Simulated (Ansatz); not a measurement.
Start from `[OH][Al]([OH])[O][SiH3]` and change one atom or group to get `[OH][Al]([Br])[O][SiH3]`.

Ansatz, PBE0-D4/def2-TZVP geometries, multiplicity 1. Each molecule was computed in one conformer, which needn't be the lowest.

Scalar relativity is left out up to krypton.

```csv
property,`[OH][Al]([OH])[O][SiH3]`
HOMO energy (PBE/def2-TZVPP) / eV,-7.28
size of the dipole moment (PBE/def2-TZVPP) / D,1.28
HOMO–LUMO gap (PBE0/def2-TZVPP) / eV,8.07
HOMO energy (PBE0/def2-TZVPP) / eV,-8.74
size of the dipole moment (ωB97M-V/def2-TZVPP) / D,1.29
LUMO energy (ωB97M-V/def2-TZVPP) / eV,0.90
```

Give the same properties after the change, and the shifts. (Estimate.)

The calculation gave: 
```csv
property,`[OH][Al]([Br])[O][SiH3]`,shift
HOMO energy (PBE/def2-TZVPP) / eV,-7.28,0.00
size of the dipole moment (PBE/def2-TZVPP) / D,1.77,0.49
HOMO–LUMO gap (PBE0/def2-TZVPP) / eV,7.66,-0.41
HOMO energy (PBE0/def2-TZVPP) / eV,-8.63,0.11
size of the dipole moment (ωB97M-V/def2-TZVPP) / D,1.91,0.62
LUMO energy (ωB97M-V/def2-TZVPP) / eV,0.66,-0.24
```

With PBE0 the HOMO rises by 0.11 eV and the LUMO falls by 0.31 eV, so the gap narrows by about 0.42 eV. PBE moves the HOMO by 0.00 eV and ωB97M-V by 0.17 eV. Dipoles are sizes alone; their direction can turn.

Spin–orbit coupling is left out; it splits and shifts lone-pair levels of the heavy atoms by tenths of an eV.
